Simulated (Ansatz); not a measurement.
Cost against result

Saddle point of CH5GaS, closed shell (CH₅GaS ([CH3][GaH][SH]) → CH₃Ga ([CH3][Ga]) + H₂S; bonds formed: S2–H3; bonds broken: Ga1–S2, Ga1–H3), PBE0-D4/def2-TZVP structure:

Ga1  (-0.185, -0.895, -0.492)
S2  (0.820, 1.200, -1.674)
H3  (0.144, -0.429, -2.037)
C4  (-0.623, -0.213, 1.308)
H5  (1.934, 0.536, -2.021)
H6  (-1.284, 0.651, 1.203)
H7  (0.300, 0.121, 1.788)
H8  (-1.106, -0.971, 1.925)
(Å)

Barriers are electronic and count from the start structure reached by relaxing down the imaginary mode.

Program: Ansatz 0.2.0. Basis: as named in each row. Cores are frozen in the correlated methods. Filled d shells of the heavier atoms are correlated. The def2 sets are not built for correlating such inner shells, so the correlated values are less sure here. B3LYP uses VWN-RPA correlation. Extrapolation: Hartree–Fock as exp(−7.88 √X), correlation as X^−2.97.

Times are rough, for one single point on 4 threads of a shared host (Arm Neoverse V1).

The estimate by CCSD(T) at an estimated basis limit (MP2 extrapolated from triple and quadruple zeta, plus CCSD(T) − MP2 in triple zeta) is 239.0 kJ/mol.

| method | basis | time (s) | barrier (kJ/mol) | method less estimate |
| --- | --- | --- | --- | --- |
| HF | STO-3G | under 1 | 433.8 | 194.8 |
| SPW92 | def2-SVP | under 1 | 198.2 | -40.7 |
| PBE-D4 | def2-SVP | under 1 | 200.5 | -38.5 |
| B3LYP-D4 | 6-31G | under 1 | 225.0 | -14.0 |
| PBE0-D4 | def2-SVP | under 1 | 233.1 | -5.8 |
| SPW92 | def2-TZVPP | under 1 | 194.7 | -44.3 |
| PBE-D4 | def2-TZVPP | 1 | 197.6 | -41.4 |
| BLYP-D4 | def2-TZVPP | 1 | 195.0 | -44.0 |
| B3LYP-D4 | def2-TZVPP | 2 | 221.3 | -17.7 |
| BHLYP-D4 | def2-TZVPP | 2 | 258.4 | 19.4 |
| PBE0-D4 | def2-TZVPP | 2 | 229.1 | -9.8 |
| PBE-D4 | STO-3G | 2 | 288.7 | 49.7 |
| CAM-B3LYP-D4 | def2-TZVPP | 2 | 246.9 | 8.0 |
| CCSD(T) | def2-SVP | 2 | 257.4 | 18.4 |
| r2SCAN-D4 | def2-TZVPP | 3 | 221.2 | -17.7 |
| r2SCAN0-D4 | def2-TZVPP | 3 | 242.4 | 3.4 |
| RPA on PBE | def2-TZVPP | 3 | 235.9 | -3.0 |
| B2PLYP | def2-TZVPP | 4 | 235.1 | -3.9 |
| PBE-QIDH | def2-TZVPP | 4 | 255.3 | 16.3 |
| wB97M-V | def2-SVP | 4 | 252.7 | 13.7 |
| wB97X-V | def2-TZVPP | 5 | 263.2 | 24.3 |
| wB97M-V | def2-TZVPP | 6 | 249.0 | 10.0 |
| B97M-V | def2-TZVPP | 6 | 232.5 | -6.5 |
| MP2 | def2-QZVPP | 14 | 245.6 | 6.6 |
| CCSD(T) | def2-TZVPP | 40 | 247.6 | 8.7 |

All methods are single points on the PBE0-D4 structures.

The T1 diagnostic stays at or below 0.016. The restricted Hartree–Fock reference is unstable towards an unrestricted one at one or more of these structures.

Labels in which every atom is bracketed show which atoms are joined, not bond orders.
